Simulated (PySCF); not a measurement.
H₂Sb, SMILES [SbH2] (connectivity only; charge and spin as stated), charge +1, multiplicity 1. Atoms are numbered in the order given.

```xyz
3

Sb     0.0000     0.0000     0.0456
H      0.0000    -1.2142    -1.1640
H      0.0000     1.2142    -1.1640
```
Charge +1, spin multiplicity 1.

Geometry: B3LYP-D3(BJ)/def2-TZVPD. The spin state was assumed, not searched. The isomer is the one that the SMILES or the coordinates give; other isomers of the formula were not compared. The def2 effective core potentials stand for the cores of Sb; spin–orbit coupling is left out.

All values below come from PySCF with r2SCAN/def2-TZVPD.

Mulliken values depend strongly on the basis, most of all with diffuse functions as here. ESP charges are fitted to the potential on shells at 1.4 to 2.0 van der Waals radii. Atomic charges (e):

| atom | ESP fit | Mulliken |
|---|---|---|
| Sb1 | 0.95 | 0.78 |
| H2 | 0.02 | 0.11 |
| H3 | 0.02 | 0.11 |
